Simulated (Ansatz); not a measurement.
`[AlH2][NH][SiH3]` + `[OH][Sn][Cl]` → `[SiH3][O][Sn][Cl]` + `[NH2][AlH2]` at 700 K and 1 bar (ligand exchange at the Si–N bond).

Program: Ansatz. Geometries: PBE0-D4/def2-TZVP. ΔE: electronic, gas phase. CBS: MP2 limit from def2 TZ/QZ plus the TZ coupled-cluster correction, frozen cores. This one scheme is used for every species. def2 core potentials past Kr. For Sn outer-core shells are correlated without core-valence functions, which leaves a few kJ/mol of doubt a bond. One conformer a species, not always the lowest.

```csv
species,CCSD(T)/CBS energy (Eh),H − E (kJ/mol),S (J/(mol·K))
`[AlH2][NH][SiH3]`,-589.44550,212.2,417.7
`[OH][Sn][Cl]`,-749.66523,78.0,362.1
`[SiH3][O][Sn][Cl]`,-1039.98803,143.8,460.4
`[NH2][AlH2]`,-299.14566,147.5,319.0
```

H − E and S are ideal-gas, rigid-rotor, harmonic terms from PBE0-D4/def2-TZVP, for one conformer and one mirror image of each species. 1 Eh = 2625.50 kJ/mol, R = 8.31446 J/(mol·K).

Question: By hand: ΔE, ΔH, ΔS and ΔG.

Answer: ΔE = (-1039.98803) + (-299.14566) − (-589.44550) − (-749.66523) = -0.02296 Eh = -60.3 kJ/mol. Δ(H − E) = 143.8 + 147.5 − 212.2 − 78.0 = 1.1, so ΔH = -59.2 kJ/mol. ΔS = 460.4 + 319.0 − 417.7 − 362.1 = -0.4 J/(mol·K). ΔG = -59.2 − 700 × (-0.4)/1000 = -58.9 kJ/mol.

Question: By hand: the equilibrium constant, and the temperature at which ΔG would vanish if ΔH and ΔS stayed fixed.

Answer: log₁₀ K = −ΔG/(RT ln 10) = 4.4. ΔG = 0 at ΔH/ΔS = 148000 K, far beyond where these terms or the molecules hold.

The number of gas molecules stays the same, so ΔS is small and ΔH decides. A doubt of 5 kJ/mol in ΔE shifts log₁₀ K by 0.4 here. Other conformers and mirror images would add mixing entropy, several J/(mol·K) or more a flexible species. These are equilibria of isolated gas molecules and say nothing of rates. Largest T1 diagnostic: 0.017 (customary marks: 0.02 for closed shells, 0.045 for open ones).
